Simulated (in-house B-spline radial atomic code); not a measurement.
Ionisation energies along the 37-electron series, configuration [Kr] 4d1, as differences of self-consistent energies. NIST's values go from ground level to ground level; the uncertainty of those that are theory runs from under 0.1 % in few-electron ions to several per cent in heavy many-electron ones. Computed with a B-spline radial code for spherical atoms: non-relativistic Hartree-Fock, average of the configuration, point nuclei.

This level leaves out relativity, spin-orbit splitting included, which matters for heavy ions.

| ion | configuration after | ionisation energy (eV) | IE/(q+1)² (eV) | -ε less Coulomb ΔSCF (eV) | tabulated value (eV) | computed minus tabulated (eV) |
| --- | --- | --- | --- | --- | --- | --- |
| Zr3+ | [Ar] 3d10 4s2 4p6 | 33.77 | 2.1108 | 0.38586 | 34.41836 | -0.65 |
| Nb4+ | [Ar] 3d10 4s2 4p6 | 49.93 | 1.997 | 0.44096 | 50.5728 | -0.65 |
| Mo5+ | [Ar] 3d10 4s2 4p6 | 68.18 | 1.894 | 0.4813 | 68.82704 | -0.64 |
| Tc6+ | [Ar] 3d10 4s2 4p6 | 88.45 | 1.8051 | 0.5129 | 88 | 0.45 |
| Ru7+ | [Ar] 3d10 4s2 4p6 | 110.67 | 1.7292 | 0.53887 | 110 | 0.67 |
| Rh8+ | [Ar] 3d10 4s2 4p6 | 134.80 | 1.6641 | 0.56097 | 135 | -0.20 |
| Pd9+ | [Ar] 3d10 4s2 4p6 | ? | ? | ? | ? | ? |
| Ag10+ | [Ar] 3d10 4s2 4p6 | ? | ? | ? | ? | ? |
| Cd11+ | [Ar] 3d10 4s2 4p6 | ? | ? | ? | ? | ? |
| In12+ | [Ar] 3d10 4s2 4p6 | 249.80 | 1.4781 | 0.62708 | 249 | 0.80 |

Fill in the row of Pd9+.

ionisation energy (eV): 160.79; IE/(q+1)² (eV): 1.6079; -ε less Coulomb ΔSCF (eV): 0.58026; tabulated value (eV): 159.9; computed minus tabulated (eV): 0.89.

Fill in the row of Ag10+.

ionisation energy (eV): 188.64; IE/(q+1)² (eV): 1.559; -ε less Coulomb ΔSCF (eV): 0.59743; tabulated value (eV): 188; computed minus tabulated (eV): 0.64.

Fill in the row of Cd11+.

ionisation energy (eV): 218.31; IE/(q+1)² (eV): 1.5161; -ε less Coulomb ΔSCF (eV): 0.61293; tabulated value (eV): 218; computed minus tabulated (eV): 0.31.

How far is this level of theory from the measured and semi-empirical values?

Over those 3 rows the differences run from -0.647 to -0.644 eV (mean absolute value 0.65 eV). The calculation leaves out relativity, correlation and, in open shells, the multiplet splittings that an average leaves out.
